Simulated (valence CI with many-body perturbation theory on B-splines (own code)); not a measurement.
## Level structure of Sm47+

Computed by relativistic CI+MBPT: five valence electrons over a frozen Dirac-Fock core [Ne], a basis of 11 s, 11 p, 10 d, 8 f, 5 g, 2 h functions for each j, with the one-electron correlation potential Σ1, the two-electron term Σ2, the three-electron term Σ3, Breit, model QED; selected CI, second order for the rest, scaled by the run's own slope (own B-spline code, finite nucleus).

No measured spectrum was set against this ion. As an estimate, large intervals hold to a few tenths of a per cent, small ones and those within an open d or f shell to about a per cent. Among the levels kept, up to 3200 cm⁻¹ of a level comes from second order outside the variational space, and about a tenth of that is noise between levels of different J, which matters for small intervals.

Levels 1 to 45 of 169, with energies above the lowest level, (3s^2 3p1/2^2 3p3/2) J=3/2. "Leading %" is the weight of the configuration and term that name the level; weights of strongly mixed levels are sums over their largest components and can fall short. In the jj column 3d3/2^4 stands for four electrons in 3d with j = 3/2. Lifetimes count E1, E2, E3, M1 and M2 decay at the calculated energies, and are blank where another channel may lead or the interval is too uncertain; long ones can be off by a factor of two.

| No. | Configuration | Term | J | E (eV) | Leading % | Second component | Lifetime | g | Leading jj |
| --- | --- | --- | --- | --- | --- | --- | --- | --- | --- |
| 1 | 3s2.3p3 | 2P° | 3/2 | 0.00 | 46 | 27 % 3s2.3p3 4S° |  | 1.366 | 3s^2 3p1/2^2 3p3/2 (99 %) |
| 2 | 3s2.3p3 | 4S° | 3/2 | 142.32 | 54 | 45 % 3s2.3p3 2D° | 34.1 ns | 1.449 | 3s^2 3p1/2 3p3/2^2 (98 %) |
| 3 | 3s2.3p3 | 2D° | 5/2 | 152.01 | 99 |  | 185 ns | 1.191 | 3s^2 3p1/2 3p3/2^2 (99 %) |
| 4 | 3s2.3p3 | 2P° | 1/2 | 164.13 | 98 |  | 51.4 ns | 0.654 | 3s^2 3p1/2 3p3/2^2 (98 %) |
| 5 | 3s2.3p2.3d | 2D | 3/2 | 182.50 | 38 | 36 % 3s2.3p2.3d 4F | 165 ps | 0.779 | 3s^2 3p1/2^2 3d3/2 (98 %) |
| 6 | 3s2.3p2.3d | 2D | 5/2 | 225.91 | 28 | 20 % 3s2.3p2.3d 4D | 13.3 ps | 1.219 | 3s^2 3p1/2^2 3d5/2 (92 %) |
| 7 | 3s.3p4 | 4P | 5/2 | 275.65 | 65 | 22 % 3s.3p4 2D | 8.02 ps | 1.452 | 3s 3p1/2^2 3p3/2^2 (87 %) |
| 8 | 3s.3p4 | 2P | 3/2 | 299.32 | 31 | 27 % 3s.3p4 2D | 3.42 ps | 1.150 | 3s 3p1/2^2 3p3/2^2 (71 %) |
| 9 | 3s.3p4 | 2S | 1/2 | 299.35 | 52 | 29 % 3s.3p4 4P | 5.11 ps | 2.123 | 3s 3p1/2^2 3p3/2^2 (84 %) |
| 10 | 3s2.3p3 | 2P° | 3/2 | 307.92 | 52 | 28 % 3s2.3p3 2D° | 16.0 ns | 1.295 | 3s^2 3p3/2^3 (98 %) |
| 11 | 3s2.3p2.3d | 2F | 5/2 | 323.48 | 47 | 46 % 3s2.3p2.3d 4F | 243 ps | 0.956 | 3s^2 3p1/2 3p3/2 3d3/2 (98 %) |
| 12 | 3s2.3p2.3d | 4F | 3/2 | 325.41 | 33 | 29 % 3s2.3p2.3d 4D | 14.5 ps | 0.915 | 3s^2 3p1/2 3p3/2 3d3/2 (93 %) |
| 13 | 3s2.3p2.3d | 4D | 1/2 | 325.70 | 79 | 14 % 3s2.3p2.3d 2P | 164 ps | 0.207 | 3s^2 3p1/2 3p3/2 3d3/2 (98 %) |
| 14 | 3s2.3p2.3d | 2G | 7/2 | 333.18 | 46 | 27 % 3s2.3p2.3d 2F | 8.79 ns | 1.045 | 3s^2 3p1/2 3p3/2 3d3/2 (95 %) |
| 15 | 3s2.3p2.3d | 2D | 5/2 | 356.46 | 32 | 24 % 3s2.3p2.3d 2F | 1.02 ps | 1.200 | 3s^2 3p1/2 3p3/2 3d3/2 (83 %) |
| 16 | 3s2.3p2.3d | 4D | 7/2 | 359.00 | 47 | 37 % 3s2.3p2.3d 4F | 2.09 ns | 1.305 | 3s^2 3p1/2 3p3/2 3d5/2 (99 %) |
| 17 | 3s2.3p2.3d | 4P | 3/2 | 363.07 | 28 | 24 % 3s2.3p2.3d 2D | 600 fs | 1.263 | 3s^2 3p1/2 3p3/2 3d3/2 (78 %) |
| 18 | 3s2.3p2.3d | 2P | 1/2 | 363.38 | 39 | 34 % 3s2.3p2.3d 4P | 805 fs | 1.673 | 3s^2 3p1/2 3p3/2 3d3/2 (88 %) |
| 19 | 3s2.3p2.3d | 2P | 3/2 | 365.44 | 41 | 20 % 3s2.3p2.3d 4P | 14.6 ps | 1.355 | 3s^2 3p1/2 3p3/2 3d5/2 (89 %) |
| 20 | 3s2.3p2.3d | 2G | 9/2 | 369.40 | 59 | 40 % 3s2.3p2.3d 4F | 2.51 μs | 1.193 | 3s^2 3p1/2 3p3/2 3d5/2 (99 %) |
| 21 | 3s2.3p2.3d | 2D | 5/2 | 369.61 | 33 | 31 % 3s2.3p2.3d 2F | 12.0 ps | 1.145 | 3s^2 3p1/2 3p3/2 3d5/2 (88 %) |
| 22 | 3s2.3p2.3d | 2F | 7/2 | 388.67 | 53 | 24 % 3s2.3p2.3d 2G | 4.65 ps | 1.107 | 3s^2 3p1/2 3p3/2 3d5/2 (92 %) |
| 23 | 3s2.3p2.3d | 2D | 5/2 | 389.83 | 40 | 28 % 3s2.3p2.3d 4P | 2.40 ps | 1.238 | 3s^2 3p1/2 3p3/2 3d5/2 (88 %) |
| 24 | 3s2.3p2.3d | 2D | 3/2 | 395.35 | 61 | 17 % 3s2.3p2.3d 2P | 5.53 ps | 0.932 | 3s^2 3p1/2 3p3/2 3d5/2 (93 %) |
| 25 | 3s2.3p2.3d | 2P | 1/2 | 397.86 | 51 | 35 % 3s2.3p2.3d 2S | 3.89 ps | 1.264 | 3s^2 3p1/2 3p3/2 3d5/2 (90 %) |
| 26 | 3s.3p4 | 4P | 3/2 | 430.36 | 59 | 20 % 3s.3p4 2D | 2.61 ps | 1.428 | 3s 3p1/2 3p3/2^3 (80 %) |
| 27 | 3s.3p4 | 2D | 5/2 | 443.02 | 63 | 18 % 3s.3p4 4P | 2.70 ps | 1.281 | 3s 3p1/2 3p3/2^3 (80 %) |
| 28 | 3s.3p3.3d | 4D° | 5/2 | 452.60 | 28 | 24 % 3s.3p3.3d 6D° | 44.0 ps | 1.290 | 3s 3p1/2^2 3p3/2 3d3/2 (92 %) |
| 29 | 3s.3p3.3d | 6D° | 3/2 | 454.40 | 29 | 18 % 3s.3p3.3d 4D° | 26.1 ps | 1.309 | 3s 3p1/2^2 3p3/2 3d3/2 (93 %) |
| 30 | 3s.3p3.3d | 4P° | 1/2 | 455.64 | 42 | 36 % 3s.3p3.3d 6D° | 48.1 ps | 2.515 | 3s 3p1/2^2 3p3/2 3d3/2 (93 %) |
| 31 | 3s.3p4 | 2P | 1/2 | 459.54 | 44 | 28 % 3s.3p4 4P | 1.35 ps | 1.341 | 3s 3p1/2 3p3/2^3 (71 %) |
| 32 | 3s.3p3.3d | 4F° | 7/2 | 459.65 | 24 | 23 % 3s.3p3.3d 6D° | 51.9 ps | 1.300 | 3s 3p1/2^2 3p3/2 3d3/2 (84 %) |
| 33 | 3s.3p4 | 2P | 3/2 | 461.17 | 44 | 24 % 3s.3p4 2D | 1.22 ps | 1.140 | 3s 3p1/2 3p3/2^3 (75 %) |
| 34 | 3s.3p3.3d | 4F° | 3/2 | 474.34 | 25 | 16 % 3s.3p3.3d 2D° | 5.27 ps | 0.993 | 3s 3p1/2^2 3p3/2 3d3/2 (76 %) |
| 35 | 3s.3p3.3d | 4G° | 5/2 | 486.40 | 25 | 20 % 3s.3p3.3d 2F° | 2.71 ps | 0.873 | 3s 3p1/2^2 3p3/2 3d3/2 (83 %) |
| 36 | 3s.3p3.3d | 4F° | 9/2 | 488.75 | 45 | 37 % 3s.3p3.3d 6D° | 48.5 ps | 1.373 | 3s 3p1/2^2 3p3/2 3d5/2 (96 %) |
| 37 | 3s.3p3.3d | 4D° | 1/2 | 489.57 | 46 | 22 % 3s.3p3.3d 2P° | 2.43 ps | 0.566 | 3s 3p1/2^2 3p3/2 3d3/2 (86 %) |
| 38 | 3s.3p3.3d | 4D° | 5/2 | 501.34 | 31 | 20 % 3s.3p3.3d 4P° | 6.71 ps | 1.392 | 3s 3p1/2^2 3p3/2 3d5/2 (92 %) |
| 39 | 3s2.3p2.3d | 2D | 5/2 | 501.38 | 30 | 19 % 3s2.3p2.3d 2F | 1.00 ps | 1.182 | 3s^2 3p3/2^2 3d3/2 (84 %) |
| 40 | 3s2.3p2.3d | 2F | 7/2 | 502.27 | 49 | 20 % 3s2.3p2.3d 2G | 1.40 ps | 1.127 | 3s^2 3p3/2^2 3d3/2 (91 %) |
| 41 | 3s2.3p2.3d | 4P | 3/2 | 503.26 | 24 | 23 % 3s2.3p2.3d 2D | 734 fs | 1.185 | 3s^2 3p3/2^2 3d3/2 (77 %) |
| 42 | 3s2.3p2.3d | 4P | 1/2 | 503.95 | 36 | 22 % 3s2.3p2.3d 2P | 719 fs | 1.547 | 3s^2 3p3/2^2 3d3/2 (77 %) |
| 43 | 3s.3p3.3d | 2P° | 3/2 | 509.15 | 32 | 25 % 3s.3p3.3d 2D° | 8.70 ps | 1.160 | 3s 3p1/2^2 3p3/2 3d5/2 (78 %) |
| 44 | 3s.3p3.3d | 2F° | 7/2 | 509.53 | 31 | 26 % 3s.3p3.3d 4D° | 6.49 ps | 1.242 | 3s 3p1/2^2 3p3/2 3d5/2 (79 %) |
| 45 | 3s2.3p2.3d | 2F | 7/2 | 514.55 | 53 | 34 % 3s2.3p2.3d 4D | 39.1 ps | 1.215 | 3s^2 3p3/2^2 3d5/2 (95 %) |

The ionisation energy to 3s2.3p2 3P_0 of the next ion comes out as 3974.1 eV (NIST: 3971 ± 4 eV (theoretical)). All 169 levels together are meant to be complete up to 784.98 eV.
